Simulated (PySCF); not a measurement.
HCu (SMILES [CuH]), singlet, at a GFN2-xTB geometry (such geometries of metal compounds can be far from the true shape). Base run: MN15/6-31G run with PySCF.

The PySCF input:
```python
from pyscf import gto, scf, dft

mol = gto.Mole()
mol.atom = '''
    Cu   -0.00000000   -0.00000000   -0.04747396
    H     0.00000000    0.00000000    1.37674489
'''
mol.basis = '6-31g'
mol.verbose = 4
mol.build()

mf = dft.RKS(mol)
mf.xc = 'mn15'
mf.kernel()
mf.analyze()
```

Variants of this job, named by their change:

```tsv
change	ΔE vs base (µEh)	grid points	electrons on the grid
base	0.0	30448	30.00000
grids.prune = off	-0.1	54160	30.00000
grids.level = 0	3423	3048	30.00038
grids.level = 4	4.4	46088	30.00000
grids.level = 7	4.3	137736	30.00000
grids.becke_scheme = stratmann	0.2	30448	30.00000
grids.atom_grid = (50, 194)	-189	12872	29.99999
grids.atom_grid = (150, 974)	4.3	154240	30.00000
grids.level = 1	-1290	9912	30.00000
small_rho_cutoff = 0	0.0	30448	30.00000
grids.level = 2	63.5	18416	30.00000
```
